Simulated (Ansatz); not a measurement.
Isolated molecules relaxed with PBE0-D4/def2-TZVP in Ansatz; ΔE leaves out vibrations. CCSD(T)/CBS adds triple-zeta CCSD(T) − MP2 to the extrapolated MP2 energy (def2 sets, frozen cores). DFT in def2-TZVPP. Elements past krypton have def2 core potentials. For In, Sn outer-core shells are correlated without core-valence functions, which leaves a few kJ/mol of doubt a bond. One conformer a species, not always the lowest.

Reaction (formal exchange of groups at a C–C bond): `CC[O][SnH3]` + `C[NH][InH][F]` → `C[NH][In]([CH3])[F]` + `C[O][SnH3]`

`CC[O][SnH3]`:

Z-matrix (Å, degrees):
```
C
C 1 1.511
H 1 1.092 2 110.3
H 1 1.093 2 110.7 3 120.2
H 1 1.092 2 110.3 3 -119.5
O 2 1.408 1 109.1 3 59.7
H 2 1.102 1 109.5 3 -61.9
H 2 1.102 1 109.5 3 -178.6
Sn 6 1.967 2 118.9 1 179.9
H 9 1.709 6 107.5 2 -60.2
H 9 1.709 6 107.5 2 59.2
H 9 1.699 6 103.9 2 179.5
```

`C[NH][InH][F]`:

```xyz
9

C    -0.466   -1.133    0.469
N     0.609   -0.363   -0.116
In    0.507    1.559   -0.598
F    -1.317    2.104   -0.118
H    -0.758   -1.981   -0.163
H    -0.201   -1.529    1.458
H    -1.347   -0.501    0.596
H     1.456   -0.887   -0.261
H     1.518    2.731   -1.266
```

`C[NH][In]([CH3])[F]`:

Z-matrix (Å, degrees):
```
C
N 1 1.442
H 1 1.098 2 112.5
H 1 1.098 2 112.6 3 121.6
H 1 1.093 2 110.5 3 -119.2
In 2 1.991 1 129.6 3 119.5
H 2 1.008 1 113.8 3 -60.7
F 6 1.969 2 105.3 1 179.9
C 6 2.121 2 138.1 1 -0.2
H 9 1.089 6 108.4 2 178.2
H 9 1.090 6 110.1 2 -61.9
H 9 1.090 6 110.1 2 58.2
```

`C[O][SnH3]`:

Z-matrix (Å, degrees):
```
C
O 1 1.402
H 1 1.100 2 112.6
H 1 1.094 2 108.4 3 118.9
H 1 1.100 2 112.6 3 -122.2
Sn 2 1.967 1 119.0 3 61.1
H 6 1.709 2 107.4 1 -59.6
H 6 1.698 2 103.8 1 -180.0
H 6 1.709 2 107.4 1 59.7
```

```json
{"level": "BLYP-D4", "ΔE (kJ/mol)": "-13.2", "difference from CCSD(T)/CBS": "1.3"}
{"level": "PBE0-D4", "ΔE (kJ/mol)": "-10.1", "difference from CCSD(T)/CBS": "4.4"}
{"level": "B2PLYP", "ΔE (kJ/mol)": "-14.5", "difference from CCSD(T)/CBS": "0.0"}
{"level": "PBE", "ΔE (kJ/mol)": "-13.0", "difference from CCSD(T)/CBS": "1.5"}
{"level": "revPBE", "ΔE (kJ/mol)": "-17.5", "difference from CCSD(T)/CBS": "-3.0"}
{"level": "LC-ωPBE", "ΔE (kJ/mol)": "-9.5", "difference from CCSD(T)/CBS": "5.0"}
{"level": "RPA@PBE/def2-TZVPP", "ΔE (kJ/mol)": "-12.5", "difference from CCSD(T)/CBS": "2.0"}
{"level": "HF/def2-SVP", "ΔE (kJ/mol)": "-0.2", "difference from CCSD(T)/CBS": "14.3"}
{"level": "HF/def2-TZVPP", "ΔE (kJ/mol)": "-6.7", "difference from CCSD(T)/CBS": "7.8"}
{"level": "CCSD/def2-TZVPP", "ΔE (kJ/mol)": "-12.6", "difference from CCSD(T)/CBS": "1.9"}
{"level": "CCSD(T)/CBS", "ΔE (kJ/mol)": "-14.5", "difference from CCSD(T)/CBS": "0"}
```

Largest T1 diagnostic among the species: 0.016.

Leaving LDA and LC-ωPBE aside and taking each functional with its dispersion term where it has one, the values, not all of them listed here, spread over 14.0 kJ/mol, from B2PLYP to B97M-V. LDA lies +13.1 kJ/mol from PBE without D4. In def2-TZVPP, CCSD(T) changes the Hartree–Fock value by −6.6 kJ/mol (the triples alone add −0.7 kJ/mol) and MP2 by −11.6 kJ/mol. From BLYP to BHLYP (50 % exact exchange), in def2-TZVPP and without D4, ΔE moves by +6.8 kJ/mol.
